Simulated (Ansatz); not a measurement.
C2H5O (SMILES [CH2-]CO), charge -1, singlet, at the geometry of the source list (a gas-phase anion, which may not be bound at this level). Base run: R2SCAN/def2-SV(P) in Ansatz (a quantum-chemistry and plane-wave program).

Geometry (Å):
```xyz
8

C      1.1215    -0.4821     0.0000
C     -0.0467     0.4778     0.0000
O     -1.2368    -0.3094     0.0000
H     -1.9933     0.2998     0.0000
H     -0.0042     1.1258     0.8869
H     -0.0042     1.1258    -0.8869
H      1.0819    -1.1189     0.8859
H      1.0819    -1.1189    -0.8859
```
Charge -1, spin multiplicity 1.
All else is at Ansatz's defaults.

Each row names what was changed in the base input (with any setting that the change needs).

| change | basis functions | E (Eh) |
|---|---|---|
| base | 52 | -154.11128 |
| basis = STO-3G | 20 | -152.09340 |
| basis = pcseg-0 | 37 | -153.79860 |
| basis = 6-31G* | 55 | -154.22938 |
| basis = pc-1 | 67 | -154.22953 |
| basis = 6-311G** | 84 | -154.30236 |
| basis = aug-pcseg-1 | 114 | -154.26041 |
| basis = aug-cc-pVDZ | 114 | -154.30564 |
| basis = def2-TZVPD | 159 | -154.34345 |
| basis = pc-2 | 160 | -154.34258 |
| basis = cc-pVTZ | 160 | -154.32596 |
| basis = aug-cc-pVTZ | 253 | -154.34645 |
| basis = def2-QZVPP | 321 | -154.35184 |

Totals compare only among sets that treat the same electrons; sets with core potentials leave the core out.

A gas-phase anion may not be bound at this level; its values then depend on the basis.
